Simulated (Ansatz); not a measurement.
Isolated molecules relaxed with PBE0-D4/def2-TZVP in Ansatz; ΔE leaves out vibrations. CCSD(T)/CBS is the MP2 limit (def2-TZVPP, def2-QZVPP) plus CCSD(T) − MP2 in def2-TZVPP, frozen cores. Functionals use def2-TZVPP. B3LYP here is the variant with VWN-RPA as its local correlation; programs differ in this. For Mg outer-core shells are correlated without core-valence functions, which leaves a few kJ/mol of doubt a bond. Each species was taken in one conformer, which may not be the lowest.

Reaction (redistribution): `CC(C)[O][Mg][Cl]` + `F[SiH]1CO1` → `CC(C)[O][MgH]` + `F[Si@H]1O[C@@H]1Cl`

(1) Is it downhill or uphill in electronic energy at CCSD(T)/CBS, and by how much? (Estimate.)

(2) What do these levels give: PBE-D4, BLYP-D4, B3LYP-D4, ωB97M-V, PBE0, B3LYP, HF/def2-SVP, CCSD/def2-SVP, CCSD(T)/def2-SVP, MP2/def2-TZVPP, MP2/def2-QZVPP, MP2/CBS(def2)? (Estimate.)

(3) What do rigid-rotor, harmonic-oscillator terms from PBE0-D4/def2-TZVP frequencies (298.15 K, 1 bar) make of the CCSD(T)/CBS value? (Best estimate.)

Largest T1 diagnostic among the species: 0.013.

Results:

(1) The calculation gave: Uphill: ΔE = +61.4 kcal/mol.

(2) The calculation gave: PBE-D4 55.2, BLYP-D4 55.9, B3LYP-D4 58.7, ωB97M-V 59.1, PBE0 59.1, B3LYP 60.1, HF/def2-SVP 68.9, CCSD/def2-SVP 63.2, CCSD(T)/def2-SVP 62.0, MP2/def2-TZVPP 61.4, MP2/def2-QZVPP 62.3, MP2/CBS(def2) 62.8 kcal/mol.

(3) Computed: ΔZPE = -3.3 kcal/mol, ΔH = +58.0 kcal/mol, ΔS = -7 J/(mol·K), ΔG = +58.6 kcal/mol. Modes under 50 cm⁻¹ make the entropy rough.

Leaving LDA and LC-ωPBE aside and taking each functional with its dispersion term where it has one, the values, not all of them listed here, spread over 7.6 kcal/mol, from revPBE-D4 to BHLYP-D4. LDA lies −3.0 kcal/mol from PBE without D4. From PBE to PBE0 (25 % exact exchange), in def2-TZVPP and without D4, ΔE moves by +3.1 kcal/mol. The D4 term adds −1.4 kcal/mol with B3LYP and −0.7 kcal/mol with PBE0; it sums over pairs of atoms, weighted by their polarisabilities, and B3LYP, whose exchange is more repulsive, gets the larger term.
